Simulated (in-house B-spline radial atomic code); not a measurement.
Radial electron density of Pm³⁺, [Xe] (4f5/2)2 (4f7/2)2. Computed with an all-electron radial atomic-structure program (B-spline basis): Dirac-Hartree-Fock, average of the jj configuration, Fermi nucleus of rms radius 4.962 fm.

Columns: r (bohr), 4πr²n(r) (electrons per bohr), bar.

```
0.000928    3.022 #
 0.00114    4.259 ##
 0.00141    6.032 ##
 0.00173    8.369 ###
 0.00213    11.57 #####
 0.00262    15.79 #######
 0.00323    21.33 #########
 0.00398    28.29 ############
  0.0049    36.71 ###############
 0.00603     46.4 ###################
 0.00742    56.86 ########################
 0.00914    67.17 ############################
  0.0113    75.98 ###############################
  0.0139    81.36 ##################################
  0.0171    82.43 ##################################
   0.021    79.48 #################################
  0.0259     74.7 ###############################
  0.0318    72.47 ##############################
  0.0392    76.85 ################################
  0.0483    88.44 #####################################
  0.0594    101.4 ##########################################
  0.0732    106.4 ############################################
  0.0901    98.29 #########################################
   0.111    84.23 ###################################
   0.137     79.3 #################################
   0.168    87.56 ####################################
   0.207    93.04 ######################################
   0.255    77.82 ################################
   0.314    50.39 #####################
   0.386    36.05 ###############
   0.476     39.9 ################
   0.586    42.47 ##################
   0.721    32.72 ##############
   0.888    19.61 ########
    1.09    12.47 #####
    1.35    9.544 ####
    1.66    6.769 ###
    2.04    3.562 #
    2.51    1.269 #
    3.09   0.2865 
    3.81  0.03714 
    4.69  0.00256 
    5.77 8.195e-05
```

On this grid the curve has 4 maxima, near 0.0171, 0.0732, 0.207, 0.586 bohr.

The 4f5/2 radial function P(r) = rR(r), positive near the nucleus, with its small component Q(r) (sign convention: Q ≈ (P' + κP/r)/2c):

```json
{"r (bohr)": "0.0318", "P": "0.001538", "Q": "0.001096"}
{"r (bohr)": "0.0483", "P": "0.006353", "Q": "0.002946"}
{"r (bohr)": "0.0732", "P": "0.02379", "Q": "0.007049"}
{"r (bohr)": "0.111", "P": "0.0785", "Q": "0.01453"}
{"r (bohr)": "0.168", "P": "0.2172", "Q": "0.02448"}
{"r (bohr)": "0.255", "P": "0.4868", "Q": "0.03222"}
{"r (bohr)": "0.386", "P": "0.8357", "Q": "0.03115"}
{"r (bohr)": "0.586", "P": "1.051", "Q": "0.02055"}
{"r (bohr)": "0.888", "P": "0.9401", "Q": "0.00897"}
{"r (bohr)": "1.35", "P": "0.5937", "Q": "0.002362"}
{"r (bohr)": "2.04", "P": "0.2599", "Q": "0.0002231"}
{"r (bohr)": "3.09", "P": "0.06853", "Q": "-8.306e-05"}
{"r (bohr)": "4.69", "P": "0.007891", "Q": "-2.175e-05"}
```
